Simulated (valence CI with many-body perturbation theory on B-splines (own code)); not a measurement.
## Forbidden lines of Re25+

Computed by relativistic CI+MBPT: four valence electrons over a frozen Dirac-Fock core [Kr] 4d10, a basis of 7 s, 7 p, 7 d, 7 f, 4 g, 2 h functions for each j, with the one-electron correlation potential Σ1, the two-electron term Σ2, the three-electron term Σ3, Breit, model QED; selected CI, second order for the rest, scaled by the run's own slope (own B-spline code, finite nucleus).

No measured levels were compared; by estimate terms of the open shell hold to a few per cent of their energy, and close levels can change places.

Lines 1 to 50 of 120 in falling wavelength, among levels below 158.46 eV, chosen from the decays that carry over 1 % of a level's rate. Wavelengths and rates use the calculated energies, so an error of 2000 cm⁻¹ moves a line at 2833 nm by 57 % and its rate by three times that or more. Weak lines are less certain than strong ones. Lines between different terms over intervals too small for the method are left out, as are lines whose strength nearly cancels. Where a level lies close to another of its J and parity, the split of strength between their lines is uncertain.

Names give the largest LS component (configuration and term), which can be under half, so a name can repeat, a term be missing and a line seem to break the LS rules; names also repeat where a configuration has a term twice. Letters in brackets count levels of one name in rising energy.

| λ vac (nm) | Upper | Lower | Type | A (s⁻¹) | Branch % |
| --- | --- | --- | --- | --- | --- |
| 2833 | 4f⁴ ⁵G_2 | 4f⁴ ⁵F_3 | M1 | 8.73e-01 | 1.3 |
| 2093 | 4f⁴ ⁵S_2 | 4f⁴ ⁵F_3 | M1 | 7.60e-01 | 1.2 |
| 1924 | 4f⁴ ⁵F_3 | 4f⁴ ³G_4 [a] | M1 | 2.76e+00 | 2.7 |
| 1397 | 4f⁴ ⁵F_1 | 4f⁴ ⁵F_2 [a] | M1 | 1.73e+01 | 100.0 |
| 1223 | 4f⁴ ³P_0 [a] | 4f⁴ ³P_1 [a] | M1 | 1.91e+01 | 12.1 |
| 1198 | 4f⁴ ⁵I_8 | 4f⁴ ⁵I_7 | M1 | 1.67e+01 | 100.0 |
| 1034 | 4f⁴ ⁵F_4 | 4f⁴ ⁵G_3 | M1 | 1.11e+01 | 2.4 |
| 1030 | 4f⁴ ⁵D_1 | 4f⁴ ¹D_2 [a] | M1 | 1.22e+00 | 1.4 |
| 972.3 | 4f⁴ ⁵I_7 | 4f⁴ ⁵I_6 | M1 | 5.70e+01 | 100.0 |
| 945.6 | 4f⁴ ⁵D_1 | 4f⁴ ⁵D_0 | M1 | 4.49e+01 | 50.9 |
| 925.5 | 4f⁴ ⁵G_2 | 4f⁴ ⁵F_1 | M1 | 1.77e+01 | 25.8 |
| 879.6 | 4f⁴ ⁵G_6 | 4f⁴ ⁵F_5 [b] | M1 | 1.80e+01 | 5.2 |
| 852.7 | 4f⁴ ⁵G_3 | 4f⁴ ³G_4 [a] | M1 | 1.58e+01 | 6.8 |
| 829.7 | 4f⁴ ⁵S_2 | 4f⁴ ⁵F_1 | M1 | 5.85e+00 | 9.1 |
| 781.7 | 4f⁴ ³I_5 [a] | 4f⁴ ⁵G_4 | M1 | 3.56e+01 | 7.7 |
| 766.0 | 4f⁴ ³D_3 | 4f⁴ ⁵F_2 [b] | M1 | 2.39e+01 | 7.3 |
| 757.3 | 4f⁴ ⁵I_6 | 4f⁴ ⁵I_5 | M1 | 1.51e+02 | 100.0 |
| 728.1 | 4f⁴ ³H_5 [a] | 4f⁴ ⁵G_4 | M1 | 6.03e+01 | 9.0 |
| 726.7 | 4f⁴ ⁵F_5 [b] | 4f⁴ ⁵F_4 | M1 | 7.47e+01 | 19.4 |
| 692.8 | 4f⁴ ⁵F_3 | 4f⁴ ⁵F_2 [a] | M1 | 6.88e+01 | 67.9 |
| 667.2 | 4f⁴ ³D_3 | 4f⁴ ⁵G_4 | M1 | 7.71e+00 | 2.4 |
| 627.3 | 4f⁴ ⁵I_5 | 4f⁴ ⁵I_4 | M1 | 2.20e+02 | 100.0 |
| 617.1 | 4f⁴ ⁵F_4 | 4f⁴ ⁵F_3 | M1 | 1.10e+02 | 24.2 |
| 606.9 | 4f⁴ ⁵F_5 [b] | 4f⁴ ⁵F_5 [a] | M1 | 4.90e+01 | 12.7 |
| 566.6 | 4f⁴ ⁵D_1 | 4f⁴ ⁵F_2 [b] | M1 | 6.47e+00 | 7.3 |
| 556.7 | 4f⁴ ⁵G_2 | 4f⁴ ⁵F_2 [a] | M1 | 4.99e+01 | 72.4 |
| 535.2 | 4f⁴ ⁵F_5 [a] | 4f⁴ ³G_4 [a] | M1 | 1.33e+02 | 43.5 |
| 520.5 | 4f⁴ ⁵S_2 | 4f⁴ ⁵F_2 [a] | M1 | 5.75e+01 | 89.7 |
| 488.3 | 4f⁴ ⁵G_4 | 4f⁴ ⁵G_3 | M1 | 2.75e+02 | 30.0 |
| 485.3 | 4f⁴ ³L_8 | 4f⁴ ³M_8 [a] | M1 | 2.02e+01 | 7.1 |
| 477.0 | 4f⁴ ⁵G_3 | 4f⁴ ⁵F_2 [a] | M1 | 1.55e+02 | 66.2 |
| 467.3 | 4f⁴ ⁵F_4 | 4f⁴ ³G_4 [a] | M1 | 1.22e+02 | 26.8 |
| 461.3 | 4f⁴ ³M_9 | 4f⁴ ³M_8 [a] | M1 | 1.41e+02 | 41.6 |
| 456.8 | 4f⁴ ³M_8 [a] | 4f⁴ ⁵I_8 | M1 | 2.07e+02 | 60.5 |
| 446.2 | 4f⁴ ⁵F_2 [b] | 4f⁴ ⁵G_3 | M1 | 5.73e+01 | 7.3 |
| 413.8 | 4f⁴ ⁵F_2 [b] | 4f⁴ ⁵S_2 | M1 | 1.50e+02 | 19.1 |
| 400.7 | 4f⁴ ³L_7 | 4f⁴ ⁵I_7 | M1 | 1.69e+02 | 31.2 |
| 396.3 | 4f⁴ ³F_4 [a] | 4f⁴ ⁵F_4 | M1 | 2.92e+01 | 5.2 |
| 393.5 | 4f⁴ ⁵F_2 [b] | 4f⁴ ⁵G_2 | M1 | 3.42e+01 | 4.4 |
| 387.7 | 4f⁴ ³D_3 | 4f⁴ ⁵F_4 | M1 | 7.05e+01 | 21.6 |
| 386.3 | 4f⁴ ³L_8 | 4f⁴ ³L_7 | M1 | 2.05e+02 | 72.0 |
| 381.6 | 4f⁴ ³G_3 [a] | 4f⁴ ⁵G_2 | M1 | 4.35e+02 | 66.1 |
| 380.0 | 4f⁴ ³I_5 [a] | 4f⁴ ⁵F_5 [a] | M1 | 1.63e+02 | 35.2 |
| 370.2 | 4f⁴ ⁵G_4 | 4f⁴ ⁵F_3 | M1 | 1.76e+01 | 1.9 |
| 359.1 | 4f⁴ ⁵G_6 | 4f⁴ ⁵F_5 [a] | M1 | 1.85e+02 | 53.2 |
| 357.8 | 4f⁴ ³F_4 [a] | 4f⁴ ⁵F_5 [a] | M1 | 1.54e+02 | 27.5 |
| 351.6 | 4f⁴ ³M_8 [b] | 4f⁴ ³M_8 [a] | M1 | 4.74e+02 | 52.6 |
| 345.5 | 4f⁴ ⁵F_2 [b] | 4f⁴ ⁵F_3 | M1 | 2.37e+02 | 30.2 |
| 342.1 | 4f⁴ ³G_4 [a] | 4f⁴ ⁵I_5 | M1 | 7.81e+01 | 14.9 |
| 339.5 | 4f⁴ ³K_7 [a] | 4f⁴ ³L_7 | M1 | 2.82e+02 | 23.6 |
